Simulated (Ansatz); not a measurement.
Two isomers of C2H6O2Si: A = `[SiH3]OC1CO1`, B = `O/C=C/[SiH2]O`.

Program: Ansatz. Geometries: PBE0-D4/def2-TZVP. ΔE: electronic, gas phase. CCSD(T)/CBS is the MP2 limit (def2-TZVPP, def2-QZVPP) plus CCSD(T) − MP2 in def2-TZVPP, frozen cores. Functionals use def2-TZVPP. B3LYP here is the variant with VWN-RPA as its local correlation; programs differ in this. Each species was taken in one conformer, which may not be the lowest.

A:

```xyz
11

Si   -1.372    0.584   -0.873
O     0.251    0.858   -0.644
C     0.935    0.380    0.439
C     1.149   -1.046    0.644
O     0.188   -0.304    1.411
H    -1.656    1.224   -2.178
H    -1.676   -0.868   -0.952
H    -2.189    1.208    0.195
H     1.644    1.109    0.826
H     2.007   -1.404    1.206
H     0.720   -1.740   -0.074
```

B:

```xyz
11

O    -1.109   -1.052    2.148
C    -0.364   -0.690    1.086
C    -0.724    0.111    0.081
Si    0.430    0.510   -1.300
O     1.976    0.061   -0.928
H    -1.979   -0.645    2.078
H     0.619   -1.147    1.140
H    -1.728    0.536    0.088
H     0.346    1.971   -1.590
H     0.104   -0.234   -2.542
H     2.428    0.580   -0.261
```

Task: Which is lower in electronic energy at CCSD(T)/CBS, and by how much? (Best estimate.)

Result: Ansatz gave: B, by 32.8 kcal/mol.

Task: Give E(B) − E(A) in kcal/mol with B3LYP-D4, MP2/def2-TZVPP, PBE-D4, CCSD(T)/def2-TZVPP, ωB97M-V, CCSD/def2-TZVPP, B3LYP. (Estimate.)

Result: The calculation gave: B3LYP-D4 -32.4, MP2/def2-TZVPP -31.7, PBE-D4 -30.2, CCSD(T)/def2-TZVPP -31.2, ωB97M-V -30.9, CCSD/def2-TZVPP -31.1, B3LYP -32.7. None reverses the order clearly.

Largest T1 diagnostic: 0.013.
